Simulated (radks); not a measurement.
Initial-state core-level shifts of the molybdenum ion Mo+ when its valence configuration changes from [Kr] 4d5. Method: Dirac Kohn-Sham, PBEsol, spin-unpolarised, spherical densities, finite nucleus; open shells are shared between the two j in proportion to 2j + 1; Fermi nuclear charge, rms radius 4.4091 fm; computed with a radial shooting solver on a logarithmic mesh with Libxc functionals. Shifts are changes of the shell-averaged eigenvalues in eV (positive: less bound); the change of the density at the nucleus, which sets a Mossbauer isomer shift, is in e/bohr^3, on a base of 9.071e+04.

| valence | 2p | 3p | 4s | 4p | density at nucleus |
|---|---|---|---|---|---|
| 4d4.5 5p0.5 | -2.340 | -2.328 | -2.220 | -2.139 | +0.846 |
| 4d4 5p1 | -4.812 | -4.778 | -4.519 | -4.343 | +1.912 |
| 4d3.5 5s1 5p0.5 | -6.208 | -6.124 | -5.668 | -5.397 | +18.919 |
| 4d2.5 5s1 5p1.5 | -11.771 | -11.577 | -10.591 | -10.079 | +24.173 |
| 4d3.5 5p1.5 | -7.405 | -7.336 | -6.878 | -6.596 | +3.202 |
| 4d3 5s2 | -7.715 | -7.571 | -6.888 | -6.516 | +37.263 |
| 4d3.5 5s0.5 5p1 | -6.812 | -6.735 | -6.279 | -6.002 | +11.156 |
| 4d4 5s1 | -3.598 | -3.547 | -3.279 | -3.111 | +16.728 |
| 4d2 5s2 5p1 | -13.537 | -13.255 | -11.952 | -11.325 | +45.148 |
